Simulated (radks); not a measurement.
Pm2+, 59 electrons, occupied as [Xe] 4f5. Calculated with a radial shooting solver on a logarithmic mesh with Libxc functionals: scalar-relativistic Kohn-Sham, LDA (Slater exchange, Perdew-Wang correlation), spin-polarised, spherical densities, finite nucleus; open shells are filled with parallel spins first (spin-orbit coupling, left out, can overturn this in heavy ions); Fermi nuclear charge, rms radius 4.962 fm. Some entries of the table are withheld. Estimate them.

orbital,occ.,eigenvalue (eV),<1/r> (bohr^-1),<r^2> (bohr^2)
1s down,1,-44986.08,67.36,0.0007328
1s up,1,-44986.08,67.36,0.0007328
2s up,1,-7325.906,15.58,0.01158
2s down,1,-7325.860,15.58,0.01158
2p up,3,-6547.356,14.66,0.009267
2p down,3,-6547.325,14.66,0.009267
3s up,1,-1607.318,5.685,0.07778
3s down,1,-1605.812,5.689,0.07769
3p up,3,-1362.753,5.369,0.07779
3p down,3,-1361.260,5.373,0.07769
3d up,5,-1026.362,5.098,0.06579
3d down,5,-1025.190,5.101,0.06566
4s up,1,-330.7144,2.388,0.3976
4s down,1,-327.0112,2.388,0.3974
4p up,3,-250.4173,2.198,0.4494
4p down,3,-246.7170,2.198,0.4493
4d up,5,-136.9280,1.924,(1)
4d down,5,-133.2598,1.923,(2)
5s up,1,-56.0610,0.9265,2.303
5s down,1,-53.8851,0.9134,2.360
5p up,3,(3),0.7830,3.157
5p down,3,(4),0.7673,3.272
4f up,5,-16.5320,(5),1.381
4f down,0,-13.4047,(6),1.616

Answer. 
(1) 4d up <r^2> (bohr^2): 0.5512
(2) 4d down <r^2> (bohr^2): 0.5525
(3) 5p up eigenvalue (eV): -36.5735
(4) 5p down eigenvalue (eV): -34.8953
(5) 4f up <1/r> (bohr^-1): 1.325
(6) 4f down <1/r> (bohr^-1): 1.281
